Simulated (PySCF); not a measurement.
formate (CHO2), SMILES O=C[O-], charge -1. Atoms are numbered in the order given.

```xyz
4

O      0.0000    -1.1354     0.2095
C      0.0000     0.0000    -0.3155
O      0.0000     1.1354     0.2095
H      0.0000     0.0000    -1.4591
```
Charge -1, spin multiplicity 1.

The structure is a stationary point at r2SCAN-D4/def2-TZVPD.

The numbers are results of PySCF with CAM-B3LYP/def2-TZVPD, not measurements.

Problem. Estimate the frontier levels, gap, dipole moment and polarisability. (An estimate is asked for; the answer gives what the named calculation found.)

Solution. 
| Property | Result |
|---|---|
| highest occupied level | -2.70 eV |
| lowest empty level | 5.05 eV |
| orbital gap | 7.75 eV |
| dipole moment about the centre of nuclear charge | 1.50 D |
| mean static polarisability | 32.9 bohr³ (4.88 Å³) |
| polarisability, principal values | 23.3, 35.8, 39.7 bohr³ |
